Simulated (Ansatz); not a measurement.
One change: `C=[CH][SnH]([Cl])[Cl]` becomes `C[NH][SnH]([Cl])[Cl]`.

Ansatz, PBE0-D4/def2-TZVP geometries, multiplicity 1. Each molecule was computed in one conformer, which needn't be the lowest.

Elements past krypton have def2 core potentials.

```
                                                                                  property  `C=[CH][SnH]([Cl])[Cl]`
                                            zero-point energy (PBE0-D4/def2-TZVP) / kJ/mol                    134.7
                                                       HOMO energy (B3LYP/def2-TZVPP) / eV                    -8.38
                                                       HOMO–LUMO gap (PBE/def2-TZVPP) / eV                     5.05
ideal-gas entropy at 298 K and 1 bar (rigid rotor, harmonic PBE0-D4/def2-TZVP) / J/(mol·K)                      382
                                        size of the dipole moment (ωB97M-V/def2-TZVPP) / D                     3.28
                                                     LUMO energy (ωB97M-V/def2-TZVPP) / eV                     0.67
```

Question: Give the same properties after the change, and the shifts. (An estimate is asked.)

Answer: Computed: 
```csv
property,`C[NH][SnH]([Cl])[Cl]`,shift
zero-point energy (PBE0-D4/def2-TZVP) / kJ/mol,166.2,31.5
HOMO energy (B3LYP/def2-TZVPP) / eV,-7.14,1.24
HOMO–LUMO gap (PBE/def2-TZVPP) / eV,3.71,-1.34
"ideal-gas entropy at 298 K and 1 bar (rigid rotor, harmonic PBE0-D4/def2-TZVP) / J/(mol·K)",394,12
size of the dipole moment (ωB97M-V/def2-TZVPP) / D,2.80,-0.48
LUMO energy (ωB97M-V/def2-TZVPP) / eV,0.65,-0.02
```

The zero-point energy changes by 31.5 kJ/mol with +3 modes. Dipoles are sizes alone; their direction can turn. Modes under 60 cm⁻¹, often nearly free rotors, make the harmonic entropy too high.

Positive LUMOs are unbound, so they and the gaps depend on the basis.

B3LYP here is the variant with VWN-RPA as its local correlation; programs differ in this.
